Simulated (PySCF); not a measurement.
Species: C₃HF₅S.
Numbering: `[F:1][CH:2]([F:3])[C:4](=[S:5])[C:6]([F:7])([F:8])[F:9]` (hydrogens: H10 on C2)

The same species was optimised twice, with GFN2-xTB and with PBE0-D3(BJ)/def2-SVP (PySCF), and the same property calculations (PySCF, gas phase) were run on both structures.

| coordinate | GFN2-xTB | PBE0-D3(BJ)/def2-SVP | change |
| --- | --- | --- | --- |
| C6–F7 (Å) | 1.333 | 1.322 | -0.011 |
| C6–F9 (Å) | 1.341 | 1.331 | -0.010 |
| C4–C6 (Å) | 1.521 | 1.529 | +0.008 |
| C2–F3 (Å) | 1.352 | 1.345 | -0.007 |
| C2–C4 (Å) | 1.516 | 1.521 | +0.005 |
| F1–C2 (Å) | 1.346 | 1.345 | -0.001 |
| C6–F8 (Å) | 1.332 | 1.331 | -0.001 |
| C4=S5 (Å) | 1.606 | 1.605 | -0.001 |
| C4–C6–F8 (°) | 112.4 | 110.1 | -2.3 |
| F7–C6–F9 (°) | 106.9 | 108.2 | +1.3 |
| F1–C2–F3 (°) | 107.0 | 108.2 | +1.2 |
| C4–C6–F9 (°) | 110.8 | 109.7 | -1.1 |
| F7–C6–F8 (°) | 107.3 | 108.4 | +1.1 |
| F8–C6–F9 (°) | 107.4 | 108.3 | +0.9 |
| F3–C2–C4 (°) | 110.0 | 109.0 | -1.0 |
| S5–C4–C6 (°) | 121.8 | 122.6 | +0.8 |
| F1–C2–C4–S5 (°) | 140 | 138 | -2 |
| C2–C4–C6–F7 (°) | -161 | -166 | -5 |

Rotational constants: A = 1580, B = 1343, C = 954.1 MHz (GFN2-xTB) against A = 1577, B = 1357, C = 966.8 MHz (PBE0-D3(BJ)/def2-SVP). Point groups within 0.08 Å: C1 and C1.

On the GFN2-xTB structure: lowest singlet, TDDFT (eV) 2.16 [PBE0/def2-SVPD]; isotropic polarisability (au) 60.1 [PBE0/def2-SVPD]; HOMO (eV) -8.06 [PBE0/def2-SVPD]; LUMO (eV) -4.04 [PBE0/def2-SVPD]; dipole (D) 2.13 [PBE0/def2-SVPD].

What do these properties become on the PBE0-D3(BJ)/def2-SVP structure?

```csv
property,level,on GFN2-xTB,on PBE0-D3(BJ)/def2-SVP,change
"lowest singlet, TDDFT (eV)",PBE0/def2-SVPD,2.16,2.21,+0.05
isotropic polarisability (au),PBE0/def2-SVPD,60.1,60.0,-0.1
HOMO (eV),PBE0/def2-SVPD,-8.06,-7.97,+0.09
LUMO (eV),PBE0/def2-SVPD,-4.04,-3.90,+0.14
dipole (D),PBE0/def2-SVPD,2.13,1.94,-0.19
"energy, GFN2-xTB geometry as zero (kcal/mol)",PBE0/def2-SVPD,0.0,-0.2,-0.2
```

The heavy atoms differ by 0.074 Å rms after alignment. Among bonds between heavy atoms C6–F7 and C6–F9 change most and about equally (-0.011 to -0.010 Å). Changes are differences of the printed values. Neither structure is proved a minimum here.

Conformer computed: `[F:1][CH:2]([F:3])[C:4](=[S:5])[C:6]([F:7])([F:8])[F:9]`: F1–C2–C4–S5 138°, C2–C4–C6–F7 -166°.
